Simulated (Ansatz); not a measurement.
The cluster Cu₅H₆. Charge 0, multiplicity 2. Geometry r2SCAN-D4/def2-SVP.

```xyz
11

Cu    2.406    0.192    0.249
Cu    0.767   -0.525   -1.241
Cu   -1.573   -0.620   -1.235
Cu   -1.855    0.289    0.895
Cu    0.414    0.625    1.371
H    -2.854   -0.255   -0.284
H     2.448   -0.494   -1.191
H     2.057    0.816    1.676
H    -0.432   -1.147   -2.227
H    -0.343    0.374   -0.208
H    -1.034    0.744    2.195
```

At HF/STO-3G the charge 0 doublet is spin-contaminated (final ⟨S²⟩ up to 7.43, 0.75 for a pure state). No other spin state of charge 0 was run. Another isomer (doublet) lies 0.15 eV lower at PBE0-D4/def2-TZVP; other spin states weren't run for this one.

Q: Estimate the α-spin orbital energies around the gap (eV) in Ansatz with HF/STO-3G, PBE-D4/def2-SVP, PBE-D4/def2-TZVP, BLYP-D4/def2-TZVP, PBE0-D4/def2-SVP.

A: 
```
orbital  HF/STO-3G  PBE-D4/def2-SVP  PBE-D4/def2-TZVP  BLYP-D4/def2-TZVP  PBE0-D4/def2-SVP
HOMO−13     -15.96            -6.32             -6.72              -6.64             -8.31
HOMO−12     -15.60            -6.22             -6.64              -6.56             -8.30
HOMO−11     -15.35            -6.22             -6.63              -6.55             -8.27
HOMO−10     -15.07            -6.17             -6.57              -6.48             -8.24
 HOMO−9     -14.82            -6.17             -6.56              -6.47             -8.20
 HOMO−8     -14.67            -6.12             -6.52              -6.44             -8.08
 HOMO−7     -14.37            -6.04             -6.40              -6.31             -7.95
 HOMO−6     -14.17            -6.01             -6.37              -6.28             -7.93
 HOMO−5     -13.38            -5.91             -6.31              -6.22             -7.87
 HOMO−4     -13.09            -5.91             -6.30              -6.21             -7.63
 HOMO−3      -8.29            -5.88             -6.26              -6.18             -7.55
 HOMO−2      -6.63            -5.87             -6.22              -6.15             -7.49
 HOMO−1      -5.80            -5.56             -5.91              -5.82             -7.02
   HOMO      -5.52            -4.51             -4.85              -4.76             -5.73
   LUMO       0.96            -1.75             -2.14              -2.01             -0.81
 LUMO+1       1.34            -1.44             -1.78              -1.69             -0.47
 LUMO+2       2.33            -1.36             -1.69              -1.60             -0.43
 LUMO+3       3.92            -0.28             -0.77              -0.65              0.51
 LUMO+4       4.32             0.47             -0.59              -0.47              1.13
 LUMO+5       4.60             0.58             -0.27              -0.17              1.33
 β HOMO      -4.87            -5.50             -5.85              -5.76             -6.85
 β LUMO       1.35            -4.19             -4.52              -4.45             -3.70
```
